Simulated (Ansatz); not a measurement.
Stepwise reaction of `[F][Zr]([SH])([Cl])[Cl]` with water, as a gas-phase model of exchange steps in deposition or etching. ΔE in kJ/mol.

Program: Ansatz. Geometries: PBE0-D4/def2-TZVP. ΔE: electronic, gas phase. CBS: MP2 limit from def2 TZ/QZ plus the TZ coupled-cluster correction, frozen cores. This one scheme is used for every species. Functionals use def2-TZVPP. B3LYP here is the variant with VWN-RPA as its local correlation; programs differ in this. Elements past krypton have def2 core potentials. For Zr outer-core shells are correlated without core-valence functions, which leaves a few kJ/mol of doubt a bond. Each species was taken in one conformer, which may not be the lowest.

| step | reaction | PBE-D4 | B3LYP-D4 | ωB97M-V | CCSD(T)/CBS |
| --- | --- | --- | --- | --- | --- |
| 1 | `[F][Zr]([SH])([Cl])[Cl]` + H₂O → `[OH][Zr]([F])([SH])[Cl]` + HCl | 22.6 | 19.2 | 16.8 | 22.7 |
| 2 | `[OH][Zr]([F])([SH])[Cl]` + H₂O → `[OH][Zr]([OH])([F])[SH]` + HCl | 34.4 | 31.4 | 30.1 | 34.3 |

By hand: ΔE of the 2 steps together at CCSD(T)/CBS.

(22.7) + (34.3) = 57.0 kJ/mol, or 28.5 kJ/mol a step.

In ΔE each step is higher than the one before. All are uphill at CCSD(T)/CBS. PBE-D4 differs from CCSD(T)/CBS by -0.1 to 0.1 kJ/mol a step. Isolated molecules leave out the surface, adducts and barriers. Largest T1 diagnostic: 0.017.
